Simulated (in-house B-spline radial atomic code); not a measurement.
**Solving the quasi-particle equation for 2s of C²⁺**

Configuration [He] 2s2, start HSE06; correlation leaves out the deepest shell. Computed with a B-spline radial code for spherical atoms: all electrons, non-relativistic, point nucleus, each spin shell either full or empty, empty states to l = 9 with an (l + 1/2)⁻⁴ tail; G0W0 by contour deformation at full frequency.

At the mean-field level ε = -41.615 eV the matrix elements are Σx = -20.04 eV, v_xc = -15.597 eV and Σc(ε) = -2.12 eV, and the slope of the correlation self-energy is dΣc/dω = -0.0855. The quasi-particle energy solves E = ε + Σx − v_xc + Σc(E).

(1) What does the linearised equation give?

(2) How does that compare with the full solution and with static screening?

Answers

(1) Z = 1/(1 − dΣc/dω) = 1/1.0855 = 0.9212. The first-order shift is Σx − v_xc + Σc(ε) = -20.04 − (-15.597) + (-2.12) = -6.563 eV, so E ≈ ε + Z × shift = -41.615 + 0.9212 × (-6.563) = -47.661 eV.

(2) Solving the equation at full frequency dependence gives E = -47.712 eV, where Σc = -1.655 eV and the weight is 0.935; the linearised value is off by 51 meV. Leaving Z out would give -48.178 eV. Static COHSEX puts -4.461 eV in place of Σc and gives -50.519 eV, 2.81 eV deeper. The tabulated removal energy is 47.888 eV (NIST, measured); the run leaves out relativity, Breit and QED terms.
